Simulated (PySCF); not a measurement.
C₇HN.
Cartesian coordinates in Å at the PBE0-D3(BJ)/def2-SVP level; atoms count from 1:
```
atom  x, y, z in Å
C1    -3.8281   -0.2710   -0.8982
C2    -2.6467   -0.1836   -0.6122
C3    -1.3278   -0.0862   -0.2923
C4    -0.1375    0.0020   -0.0041
C5     1.1746    0.0988    0.3144
C6     2.3627    0.1871    0.6021
C7     3.6880    0.2852    0.9238
N8     4.8170    0.3689    1.1976
H9    -4.8705   -0.3485   -1.1505
```

The closed-shell ground state was solved at several levels (PySCF, density fitting, gas phase, non-relativistic).

```tsv
level	basis functions	total energy (Eh)	HOMO (eV)	LUMO (eV)	gap (eV)	dipole (D)
B3LYP/6-31G*	114	-321.8804	-7.27	-2.77	4.50	5.38
CAM-B3LYP/def2-SVPD	168	-321.4743	-8.98	-1.97	7.01	5.37
CAM-B3LYP/pcJ-1	226	-321.7124	-9.02	-1.99	7.03	5.31
B3LYP/def2-TZVP	254	-322.0149	-7.62	-3.14	4.48	5.39
PBE/pcSseg-2	302	-321.6244	-6.89	-3.76	3.13	5.36
B3LYP/cc-pVTZ	254	-322.0062	-7.60	-3.11	4.49	5.33
LDA/pcJ-1	226	-319.0306	-7.15	-4.02	3.13	5.44
B3LYP/pcJ-1	226	-321.9036	-7.67	-3.16	4.51	5.38
PBE/pcJ-1	226	-321.5166	-6.90	-3.74	3.16	5.30
KT2/pcJ-1	226	-327.7526	-6.90	-3.74	3.16	5.32
B3LYP/6-31G-J	100	-321.8716	-7.38	-2.74	4.64	5.37
BHandHLYP/pcJ-1	226	-321.6822	-8.74	-2.08	6.66	5.46
```

Task: Estimate the row for PBE0/pcSseg-1, a basis of 141 functions; the other rows only guide the guess.

Result: Total energy -321.4565 Eh, HOMO -7.90 eV, LUMO -3.03 eV, gap 4.87 eV, dipole 5.38 D.

Task: How much does the basis alone move the frontier levels among the 5 B3LYP rows?

Result: The HOMO by 0.40 eV and the LUMO by 0.42 eV. By rising basis size (HOMO, LUMO in eV): 6-31G-J -7.38, -2.74; 6-31G* -7.27, -2.77; pcJ-1 -7.67, -3.16; def2-TZVP -7.62, -3.14; cc-pVTZ -7.60, -3.11.

Task: In the pcJ-1 basis, how does the gap go with the fixed share of exact exchange?

Result: LDA (0 %) 3.13 eV; PBE (0 %) 3.16 eV; KT2 (0 %) 3.16 eV; B3LYP (20 %) 4.51 eV; BHandHLYP (50 %) 6.66 eV. Each rise in the share widens the gap here.

Task: How far do the dipole and the HOMO energy spread over the levels?

Result: The dipole runs from 5.30 to 5.46 D (mean 5.37 D) and the HOMO from -9.02 to -6.89 eV.
